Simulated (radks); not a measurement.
The numbers below are computed, except where a source is named.
Problem. Cu I, configuration [Ar] 3d10 4s1. Code: a radial shooting solver on a logarithmic mesh with Libxc functionals. Model: non-relativistic Kohn-Sham, exchange-only PBE, spin-polarised, spherical densities, point nucleus; open shells are filled with parallel spins first. Some entries of the table are withheld. Estimate them.

orbital  occ.  eigenvalue (hartree)  <1/r> (bohr^-1)  <r^2> (bohr^2)
1s up       1             -321.4385            28.51        0.003751
1s down     1             -321.4375            28.51        0.003751
2s down     1             -38.18946            6.192         0.06715
2s up       1             -38.18722            6.192         0.06714
2p down     3             -33.48042            6.156         0.05291
2p up       3             -33.47897            6.156         0.05290
3s down     1              -4.04277            1.961             (1)
3s up       1              -4.03978            1.960             (2)
3p down     3              -2.57979            1.829          0.6720
3p up       3              -2.57754            1.827          0.6744
3d up       5              -0.16299            1.358           1.671
4s up       1              -0.16218           0.4277             (3)
3d down     5              -0.15705            1.383           1.520
4s down     0              -0.12092           0.4232             (4)

Solution. 
(1) 3s down <r^2> (bohr^2): 0.6030
(2) 3s up <r^2> (bohr^2): 0.6040
(3) 4s up <r^2> (bohr^2): 11.00
(4) 4s down <r^2> (bohr^2): 11.58
